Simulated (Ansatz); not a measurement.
Start from `C[O][Al]([F])[Cl]` and change one atom or group to get `[NH2][Al]([F])[Cl]`.

Ansatz, PBE0-D4/def2-TZVP geometries, multiplicity 1. Each molecule was computed in one conformer, which needn't be the lowest.

```tsv
property	`C[O][Al]([F])[Cl]`
LUMO energy (PBE/def2-TZVPP) / eV	-1.78
HOMO–LUMO gap (PBE/def2-TZVPP) / eV	5.37
size of the dipole moment (PBE/def2-TZVPP) / D	1.97
size of the dipole moment (B3LYP/def2-TZVPP) / D	2.04
HOMO energy (B3LYP/def2-TZVPP) / eV	-8.47
HOMO energy (ωB97M-V/def2-TZVPP) / eV	-11.11
```

Q: What does the change do to each property? (An estimate is asked.)

A: Ansatz gave: 
```
                                        property  `[NH2][Al]([F])[Cl]`  shift
               LUMO energy (PBE/def2-TZVPP) / eV                 -1.47   0.31
             HOMO–LUMO gap (PBE/def2-TZVPP) / eV                  5.11  -0.26
  size of the dipole moment (PBE/def2-TZVPP) / D                  2.43   0.46
size of the dipole moment (B3LYP/def2-TZVPP) / D                  2.44   0.40
             HOMO energy (B3LYP/def2-TZVPP) / eV                 -7.77   0.70
           HOMO energy (ωB97M-V/def2-TZVPP) / eV                -10.43   0.68
```

With PBE0 the HOMO rises by 0.68 eV and the LUMO rises by 0.28 eV, so the gap narrows by about 0.40 eV. PBE moves the HOMO by 0.56 eV and ωB97M-V by 0.68 eV. The zero-point energy changes by -43.3 kJ/mol with -6 modes. Dipoles are sizes alone; their direction can turn.

B3LYP here is the variant with VWN-RPA as its local correlation; programs differ in this.
